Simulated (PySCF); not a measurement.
Compound: C₆H₅F.
Atom-mapped SMILES: `[F:1][CH:2]=[C:3]1[CH:4]=[CH:5][CH:6]=[CH:7]1` (hydrogens: H8 on C2; H9 on C4; H10 on C5; H11 on C6; H12 on C7)

Theory: PBE0-D3(BJ)/def2-SVP geometry optimisation, gas phase in PySCF 2.14.0.

**Question.** Give the optimised bond lengths and angles.

**Answer.** 
| bond | length (Å) |
| --- | --- |
| F1–C2 | 1.319 |
| C2=C3 | 1.343 |
| C3–C4 | 1.464 |
| C4=C5 | 1.357 |
| C5–C6 | 1.464 |
| C6=C7 | 1.358 |
| C3–C7 | 1.461 |
| C2–H8 | 1.095 |
| C4–H9 | 1.090 |
| C5–H10 | 1.091 |
| C6–H11 | 1.091 |
| C7–H12 | 1.088 |

A selection of angles:
| angle | degrees |
| --- | --- |
| F1–C2–C3 | 122.5 |
| F1–C2–H8 | 113.0 |
| C3–C2–H8 | 124.5 |
| C2–C3–C4 | 125.0 |
| C2–C3–C7 | 127.6 |
| C4–C3–C7 | 107.4 |
| C3–C4–C5 | 107.2 |
| C3–C4–H9 | 125.2 |
| C5–C4–H9 | 127.6 |
| C4–C5–C6 | 109.1 |
| C4–C5–H10 | 126.1 |
| C6–C5–H10 | 124.8 |
| C5–C6–C7 | 109.3 |
| C5–C6–H11 | 124.7 |
| C7–C6–H11 | 126.0 |
| C6–C7–H12 | 127.9 |
| C3–C7–C6 | 107.1 |
| C3–C7–H12 | 125.0 |

Dihedral angles: F1–C2–C3–C4 180° (antiperiplanar); C2–C3–C4–C5 180° (antiperiplanar); C3–C4–C5–C6 0° (synperiplanar); C4–C5–C6–C7 0° (synperiplanar); C5–C6–C7–C3 0° (synperiplanar); C2–C3–C7–C6 180° (antiperiplanar).

The 5-membered ring C3–C4–C5–C6–C7 has internal angles of 107.1° to 109.3°; it is planar, 0.00 Å rms from its mean plane, widest ring torsion 0°. The 7 heavy atoms lie in one plane (0.001 Å rms). The C–C distances run from 1.343 Å (C2=C3, drawn double) to 1.464 Å (C3–C4, drawn single), a spread of 0.121 Å.

Point group: Cs (every atom within 0.08 Å of its image). Not checked by PBE0-D3(BJ)/def2-SVP frequencies.

Hardware: one thread, Arm Neoverse V1 (aarch64) (shared host). Cost: 52 s, 0.51 GiB resident at most. These figures are those of the optimisation.
